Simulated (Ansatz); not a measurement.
Job for Ansatz (a first-principles code): U-CAM-B3LYP/def2-TZVPP on SeN, 2S+1 = 2, a spin state set in the input, which need not be the lowest, a point of a bond scan (R = 1.646 Å).

Ansatz 0.2 input:
```yaml
crystal:
  periodic: [false, false, false]
  atoms:
    - {symbol: N, position_ang: [0.00000000, 0.00000000, 0.00000000]}
    - {symbol: Se, position_ang: [0.00000000, 0.00000000, 1.64644800]}
basis:
  gaussian:
    orbitals: def2-TZVPP
    pivot_positions_ang: [[0.00000000, 0.00000000, 0.00000000], [0.00000000, 0.00000000, 1.64644800]]
hamiltonian:
  xc: {name: CAM-B3LYP}
magnetization: {spin_polarized: true, initial_magnetization: 1}
output: {forces: true, orbitals: {seedname: ./end}}
```

**Question.** What total energy does the run end on?

**Answer.** -2456.3320 hartree.
